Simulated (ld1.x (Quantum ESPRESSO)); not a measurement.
## u(r) = r·R(r): atom against pseudo-atom (tin (Sn))

Columns: radius, all-electron u(r) and pseudo u(r) of the 5s shell (level -10.62 eV) of tin in the configuration [Kr] 4d10 5s2 5p2; PW91, scalar-relativistic, TM scheme, ld1.x (Quantum ESPRESSO) 7.5.

```
r (bohr)  all-electron  pseudo
   0.132       -0.0442  0.0300
   0.265        0.2257  0.0605
   0.398       -0.0210  0.0919
   0.530       -0.2814  0.1246
   0.663       -0.3511  0.1602
   0.795       -0.2585  0.2006
   0.928       -0.0827  0.2495
   1.060        0.1118  0.3099
   1.193        0.2926  0.3852
   1.325        0.4417  0.4722
   1.458        0.5573  0.5625
   1.590        0.6393  0.6395
   1.723        0.6930  0.6930
   1.855        0.7227  0.7227
   1.988        0.7335  0.7335
   2.120        0.7293  0.7293
   2.252        0.7138  0.7138
   2.385        0.6899  0.6899
   2.518        0.6599  0.6599
   2.650        0.6263  0.6263
   2.782        0.5902  0.5902
   2.915        0.5527  0.5527
   3.048        0.5149  0.5149
   3.180        0.4778  0.4778
   3.312        0.4417  0.4417
   3.445        0.4067  0.4067
```

Task: How many radial nodes do the two functions have?

Result: The all-electron 5s function has n − l − 1 = 4 (the table is too coarse to show those close to the nucleus); the pseudo-wave has 0, since the states of the same l below it are removed with the core.

Task: At about which radius was the pseudo-wave matched?

Result: 1.70 bohr, where the columns begin to agree (steps of 0.13 bohr).

Task: Where does each function peak?

Result: Outermost all-electron maximum near 1.99 bohr, pseudo maximum near 1.99 bohr (to the table’s step).

Task: Is the pseudo-wave norm-conserving?

Result: Yes: the TM scheme keeps the norm inside the radius equal to the all-electron one, which fixes the energy derivative of the logarithmic derivative at the level.
